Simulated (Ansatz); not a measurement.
The cluster W2S4⁻, 6 atoms. Hardware: 4 threads of Arm Neoverse V1 on a shared host.

In the def2 sets W takes a core potential; there is no spin–orbit coupling. Correlated methods freeze 20 core orbitals; core or outer-core shells of W are correlated, in sets that lack core-valence functions.

Question: How many basis functions does each of these Ansatz runs have, and roughly what does it cost? BHLYP-D4/def2-TZVPD, charge -1 doublet, energy, from earlier orbitals; PBE0-D4/def2-SVP, charge -1 doublet, energy with a search over starts; RPA@PBE/def2-TZVPD, charge -1 doublet, energy, from earlier orbitals; PBE-D4/def2-TZVPD, charge -1 doublet, energy and forces, from earlier orbitals; r2SCAN0-D4/def2-TZVPD, charge -1 doublet, energy, from earlier orbitals; MP2/def2-TZVPD, charge -1 doublet, energy, from earlier orbitals; PBE-D4/def2-SVPD, charge -1 doublet, relaxation, 15 steps; r2SCAN-D4/def2-TZVPD, charge -1 doublet, energy, from earlier orbitals; CAM-B3LYP-D4/def2-TZVPD, charge -1 doublet, energy, from earlier orbitals; PBE0-D4/def2-TZVPD, charge -1 doublet, energy, from earlier orbitals.

Answer: Other jobs shared the machine, so times can vary by a factor of up to 3. A dash marks memory too small to be measured apart from the calling script's.

| run | functions | fitting or Cholesky vectors | wall time | peak host memory (GiB) |
| --- | --- | --- | --- | --- |
| PBE-D4/def2-TZVPD, charge -1 doublet, energy and forces, from earlier orbitals | 270 | 1864 | 16 s | 0.68 |
| MP2/def2-TZVPD, charge -1 doublet, energy, from earlier orbitals | 270 | 1849 | 23 s | 1.2 |
| RPA@PBE/def2-TZVPD, charge -1 doublet, energy, from earlier orbitals | 270 | 1849 | 25 s | 1.1 |
| PBE0-D4/def2-SVP, charge -1 doublet, energy with a search over starts | 136 | 1266 | 37 s | 0.62 |
| r2SCAN-D4/def2-TZVPD, charge -1 doublet, energy, from earlier orbitals | 270 | 1864 | 37 s | 0.81 |
| CAM-B3LYP-D4/def2-TZVPD, charge -1 doublet, energy, from earlier orbitals | 270 | 1849 | 60 s | 1.8 |
| PBE-D4/def2-SVPD, charge -1 doublet, relaxation, 15 steps | 178 | 1712 | 85 s | – |
| PBE0-D4/def2-TZVPD, charge -1 doublet, energy, from earlier orbitals | 270 | 2092 | 93 s | 1.6 |
| BHLYP-D4/def2-TZVPD, charge -1 doublet, energy, from earlier orbitals | 270 | 2330 | 1.9 min | 1.6 |
| r2SCAN0-D4/def2-TZVPD, charge -1 doublet, energy, from earlier orbitals | 270 | 2092 | 2.3 min | 1.7 |
